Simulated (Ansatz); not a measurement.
Ideal-gas functions of AlBCl₂H₂O (`B[O][Al]([Cl])[Cl]`) at 298.15 K and 1 bar, from an Ansatz frequency run at PBE0-D4/def2-TZVP.

Molar mass 126.72 g/mol, point group C2v (symmetry number 2), electronic degeneracy 1, moments of inertia 231.682, 243.411, 470.655 u Å². Harmonic wavenumbers (cm⁻¹, unscaled): 66, 75, 145, 147, 223, 224, 415, 632, 760, 1006, 1059, 1250, 1453, 2539, 2621.

Use S(trans) = R[1.5 ln M + 2.5 ln T − 1.1517]; rotational temperatures θ = 24.2544 K / I; S(rot) = R[ln(√π/σ · √(T³/θAθBθC)) + 1.5]; for each mode x = 1.438777 ν̃/T, S = R[x/(eˣ − 1) − ln(1 − e⁻ˣ)] and H = RT x/(eˣ − 1); 1 cm⁻¹ = 0.0119627 kJ/mol; R = 8.31446 J/(mol·K).

Task: By hand: the entropy, in J/(mol·K).

Result: Translation 169.2. Rotation: θ = 0.1047, 0.0996, 0.0515 K, giving 113.8. Vibration, mode by mode: 17.86, 16.81, 11.45, 11.34, 8.09, 8.06, 3.80, 1.66, 1.01, 0.38, 0.31, 0.14, 0.06, 0.00, 0.00, in all 81.0. Electronic 0.0. Sum 364.0 J/(mol·K).

Task: By hand: H − E and G − E in kJ/mol, counted from the electronic energy.

Result: Zero-point energy ½ × 12615 × 0.0119627 = 75.5; thermal vibration 11.9; translation, rotation and pV give 4 RT = 9.9. H − E = 97.3 kJ/mol, and G − E = 97.3 − 298.15 × 364.0/1000 = -11.2 kJ/mol.

Vibration gives 22 % of the entropy, 57.5 J/(mol·K) of it from the modes under 150 cm⁻¹: soft modes count most, and the harmonic formula is weakest for them. The sum counts one conformer and one mirror image; others add a mixing term.
